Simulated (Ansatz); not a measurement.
Basis-set extrapolation for FH$_{5}$SSi$_{2}$, SMILES `F[SiH2]S[SiH3]` (PBE0-D4/def2-TZVP geometry, frozen core, Ansatz 0.2.0). Multiplicity 1, RHF reference.

```json
{"": "HF", "def2-TZVPP": "-1077.944637", "def2-QZVPP": "-1077.979265"}
{"": "MP2 correlation", "def2-TZVPP": "-0.675252", "def2-QZVPP": "-0.735226"}
{"": "CCSD(T) correlation", "def2-TZVPP": "-0.751017", "def2-QZVPP": "not run"}
```

Energies in hartree. Use E(X) = E(∞) + A·exp(−7.88·√X) for Hartree–Fock and E(X) = E(∞) + B·X^(−2.97) for correlation, with X = 3 and 4, and add CCSD(T) minus MP2 of the smaller set to the MP2 limit.

**Question.** What is the CCSD(T) energy at the basis-set limit?

**Answer.** HF limit: -1077.979265 + (-0.034628) × 0.13774 = -1077.98403. MP2 limit: -0.735226 + (-0.059974) × 0.74074 = -0.77965. Higher-order term: -0.751017 − (-0.675252) = -0.07577. Total: -1078.83945 hartree, 377.5 kJ/mol below CCSD(T)/def2-TZVPP.
